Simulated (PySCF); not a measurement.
CClF, SMILES Cl[C]F (connectivity only; charge and spin as stated), neutral, multiplicity 1. Atoms are numbered in the order given.

```xyz
3

F      0.2907    -1.4672     0.0000
C     -0.6754    -0.5973     0.0000
Cl     0.0845     0.9876     0.0000
```
Charge 0, spin multiplicity 1.

Coordinates come from a r2SCAN-D4/def2-TZVP optimisation. The isomer is the one that the SMILES or the coordinates give; other isomers of the formula were not compared.

Level of theory: r2SCAN-D4/def2-TZVP run with PySCF.

Frequencies are harmonic and unscaled.

Estimate the vibrational spectrum. (The exact figures need the calculation; the answer reports its results.)


```tsv
mode	ν (cm⁻¹)	IR (km/mol)	Raman (Å⁴/amu)	depolarisation	moving atoms (share of kinetic energy)
1	443	17.0	7.1	0.37	F 49 %, Cl 40 %, C 10 %
2	738	227.2	11.2	0.38	C 81 %, Cl 13 %
3	1161	251.8	4.2	0.50	C 61 %, F 38 %
```
